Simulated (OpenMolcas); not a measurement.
A calculation on Te.

```
Program             : OpenMolcas
Method              : RASSCF
Basis               : ANO-RCC-VQZP [8s7p5d3f2g]
Scalar Hamiltonian  : DKH2, point nucleus
Active space        : 4 electrons in 9 orbitals (RAS2 5p; RAS3 5d 6s, at most 1 electron)
State averaging     : 2S+1 = 3 even, 3 roots; 2S+1 = 1 even, 6 roots; 2S+1 = 5 odd, 5 roots; 2S+1 = 3 odd, 5 roots (0 in the spin-orbit step); 2S+1 = 1 odd, 1 root (0 in the spin-orbit step)
Spin-orbit coupling : RASSI with atomic mean-field integrals over the reference wave functions, term energies averaged over their components
```

Task: Which level of the active space comes out lowest?

Result: 5s² 5p⁴ ³P₂, with 95 % of that term; it is also the measured ground level.

Task: How high does 5s² 5p⁴ ³P₁ lie?

Result: 4216 cm⁻¹ above the lowest level; measured 4751 cm⁻¹ above the ground level, so the calculation is off by -11 %.

Task: How high does 5s² 5p⁴ ³P₀ lie?

Result: 4777 cm⁻¹ above the lowest level; measured 4706 cm⁻¹ above the ground level, so the calculation is off by +1 %.

Task: How high does 5s² 5p⁴ ¹D₂ lie?

Result: 12377 cm⁻¹ above the lowest level; measured 10558 cm⁻¹ above the ground level, so the calculation is off by +17 %.

Measured values: NIST Handbook of Basic Atomic Spectroscopic Data.

Some high roots are left out of the spin-orbit mixing, which shifts the levels that they would mix with. With the s shell closed, the reference lacks s² → p² mixing. No level of 5s² 5p³ 6s was computed, though it lies in the active space. Computed and measured levels are paired by configuration, term and J; levels that our copy of the source lacks, or whose pairing is in doubt (as where it misses far off the trend of its configuration), stay unpaired and out of the deviations. Levels of configurations outside the active space are missing.
